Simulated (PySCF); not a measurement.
# How the method changes the constants of KHg

State: ²Σ⁺ (doublet), unpaired electrons σ ↑. Set-up: K def2-SVP, Hg def2-SVP with ECP60; scalar-relativistic core potentials (PySCF 2.14). De refers to K + Hg in their ground configurations, without counterpoise correction. The functionals are run spin-unrestricted. A positive dipole means K(−)Hg(+). Levels whose curve was spin-contaminated or gave no clean fit are not listed.

```csv
Level,Re (Å),ωe (cm⁻¹),De (eV),μ (D),"CPU s a point (SCF and correlation, without the integrals)"
UHF-MP2,4.175,28.8,0.044,n/a,0.32
UHF-SCS-MP2,4.367,21.8,0.027,n/a,n/a
PBE,3.977,39.0,0.080,-0.48,0.58
PBEsol,3.857,43.6,0.102,-0.61,0.38
BP86,3.998,37.3,0.061,-0.60,0.38
r²SCAN,3.955,37.7,0.080,-0.41,0.86
PBE0,4.084,33.1,0.056,-0.34,0.93
CAM-B3LYP,4.169,27.1,0.031,-0.22,0.96
```

(1) What does the step from GGA to meta-GGA do here, going from PBE to r²SCAN?

Correlated steps freeze 5 core orbitals. The bond is weak. Basis-set superposition, not corrected here, can be much of De in a small basis, most of all at correlated wavefunction levels. Functionals without a dispersion term scatter widely for such bonds, and LDA overbinds them. Spin–orbit coupling is left out. The state is the lowest determinant that a PBE0 search found; another state may lie lower at other levels.

The whole job (state search and all levels along the bond) took about 2.7 min on 1 thread of Arm Neoverse V2 (shared host), peak memory 0.83 GiB.

Results:

(1) r²SCAN less PBE: -2.2 pm in Re, -3.3 % in ωe, +0.00 eV in De.
